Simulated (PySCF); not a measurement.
# Structure elucidation problem

The spectra below were simulated for a compound C6H9N3S.

¹H NMR (400 MHz, computed): δ 6.63 (s, 1H), 2.67 (s, 3H), 2.58 (q, 2H), 1.51 (t, 3H).

¹³C{¹H} NMR (computed): δ 171.7 (C), 164.6 (C), 117.2 (CH), 34.7 (CH2), 18.2 (CH3), 17.1 (CH3).

Level of theory: GIAO B3LYP/pcSseg-1 shieldings, geometry: PBE0-D3(BJ)/def2-SVP, in PySCF (one conformer, gas phase, equivalent nuclei averaged, relativity neglected).

Scale: TMS for ¹H (σ = 31.38 ppm) and ¹³C (σ = 179.24 ppm) (reference shieldings calculated alike).

Q: Deduce the structure.

A: 
- Rings plus π bonds: 4.
- 6 carbon signals for 6 carbons: no two carbons are equivalent.
- Carbon types of the structure: 2 × C, 1 × CH, 1 × CH2, 2 × CH3, which accounts for all hydrogens.
- δC 171.7: aromatic carbon bearing sulfur.
- δC 164.6: substituted aromatic carbon next to a ring nitrogen.
- δC 117.2: aromatic CH.
- δC 34.7: sp3 CH2 on an aromatic ring; a saturated carbon with 2 carbon neighbours and no heteroatom attached.
- δC 17.1: methyl carbon; saturated and bonded to C and H only.
- δH 6.63: hydrogen on an aromatic CH; ring-current deshielding.
- δH 2.58: hydrogen on an sp3 CH2 on an aromatic ring; benzylic-type position, deshielded by the ring.

These data were computed for SMILES CCc1cc(SC)nnn1.

The shifts were computed for this structure.

Shifts are as computed. Against solution values, carbons near 30 ppm lie about +2 ppm off and those near 130 ppm about +6 ppm. Of 1313 compounds with measured shifts, 239 miss one by over three times the rms of a fit or turn the order of signals round; such compounds aren't used in these exercises. Multiplicities follow the n + 1 count of equivalent neighbours, as no J values were calculated; m marks all less simple cases, F and P coupling included.
